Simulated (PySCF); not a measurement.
From one molecule to another.

First species: C6H11F2N.
Atom-mapped SMILES: `[CH3:1][CH2:2][C@@:3]1([CH:4]([F:5])[F:6])[CH2:7][CH2:8][NH:9]1` (hydrogens: H10, H11, H12 on C1; H13, H14 on C2; H15 on C4; H16, H17 on C7; H18, H19 on C8; H20 on N9)

Second species: C₅H₁₆N₂Si.
SMILES: `CCCN(C)N(C)[SiH3]`

Levels: PBE0/pcSseg-1 for dipole moment, HOMO energy, LUMO energy and HOMO–LUMO gap; GFN2-xTB for rotational constant A and rotational constant C. Geometries: GFN2-xTB. Each species is one conformer at its optimised geometry, gas phase, non-relativistic unless stated; the electronic structure was computed with PySCF and density fitting.

Dipoles, sizes and rotational constants follow the conformer. The torsions of the flexible species, by atom-mapped SMILES:
- `[CH3:1][CH2:2][C@@:3]1([CH:4]([F:5])[F:6])[CH2:7][CH2:8][NH:9]1`: C1–C2–C3–C4 68°, C2–C3–C4–F5 -179°
- `[CH3:1][CH2:2][CH2:3][N:4]([CH3:5])[N:6]([CH3:7])[SiH3:8]`: C1–C2–C3–N4 -177°, C2–C3–N4–C5 174°, C3–N4–N6–C7 -71°

Question: Which has the higher dipole moment?

Answer: The second: 1.33 D against 0.94 D, a difference of 0.39 D.

Question: Which of the two has the higher rotational constant C, and by how much?

Answer: The first: 1.142 GHz against 0.893 GHz, a difference of 0.249 GHz.

Question: Which of the two has the higher rotational constant A, and by how much?

Answer: The second: 2.208 GHz against 1.803 GHz, a difference of 0.405 GHz.

Question: Which has the higher LUMO energy?

Answer: The first: 1.47 eV against 0.85 eV, a difference of 0.62 eV.

Question: Which has the higher HOMO energy?

Answer: The second: -6.31 eV against -6.72 eV, a difference of 0.41 eV.

Question: Which has the higher HOMO–LUMO gap?

Answer: The first: 8.19 eV against 7.16 eV, a difference of 1.03 eV.

On the first: The dipole matches unit charges of opposite sign 0.19 Å apart (1 e·Å = 4.8032 D).

On the second: The dipole equals about 4.4 × 10⁻³⁰ C·m (1 D = 3.33564 × 10⁻³⁰ C·m).
